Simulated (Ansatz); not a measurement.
# A cut through the energy surface

SnH2Br (SMILES [Br][SnH2]), doublet, at its PBE0-D4/def2-TZVP minimum:

```tsv
atom	x (Å)	y (Å)	z (Å)
Br1	-1.9742	0.4263	-0.6709
Sn2	0.4231	-0.1922	-0.3796
H3	0.4267	-1.4994	0.7431
H4	1.1798	1.2050	0.2871
```

The bond length Sn2–H4 (1.723 Å at the minimum) is set to the values below, the two halves moving rigidly along the bond. Each method's energies count from its own value at the PBE0-D4 minimum structure. 2 of 9 computed points, where the reference changed state or T1 grew large, are left out. Computed with Ansatz 0.2.0 (basis: def2-TZVPP); correlated methods freeze the cores; orbitals are unrestricted. Filled d shells of the heavier atoms are correlated. Core potentials replace the inner electrons of the atoms past krypton. The def2 sets are not built for correlating such inner shells, so the correlated values are less sure here. B3LYP uses VWN-RPA correlation.

CCSD(T) energies along the scan:
```tsv
bond length (Å)	CCSD(T) (eV)
1.413	0.907
1.486	0.458
1.592	0.106
1.716	-0.001
1.854	0.113
2.002	0.379
2.160	0.731
```
They count from the CCSD(T) energy at the PBE0-D4 minimum.

Minimum and curvature along this coordinate at CCSD(T): A fifth-order fit through the nearest points gives 1.709 Å, with a curvature of about 13 eV/Å².

Q: Treat the two halves as rigid bodies and work out the harmonic wavenumber of this stretch from that curvature (ν̃ = 521.5 √(k/μ) cm⁻¹ with k in eV/Å² and μ in u).

A: The halves weigh 199.62 and 1.01 u, so μ = 199.62 × 1.01/200.63 = 1.005 u and ν̃ = 521.5 √(13/1.005) ≈ 1900 cm⁻¹. A true normal mode mixes in other motions, so this is a guide only.

Largest difference from the CCSD(T) curve over the scan: r2SCAN-D4 0.088; PBE0-D4 0.070; B3LYP-D4 0.145; wB97M-V 0.021 eV. Each curve counts from its own value at the minimum.

No T1 diagnostic of these runs exceeds 0.018. ⟨S²⟩ of the unrestricted Hartree–Fock references: 0.75 to 0.82 (a pure state has 0.75). The unrestricted reference is spin-contaminated, which hurts MP2 most.

For scale, one of the runs: CCSD(T)/def2-TZVPP, 126 basis functions (an equivalent command: `ansatz run in.yaml --threads 4`). Time: 34 s of wall clock on 4 CPU threads; the host was shared. Peak host memory: 1.6 GiB.
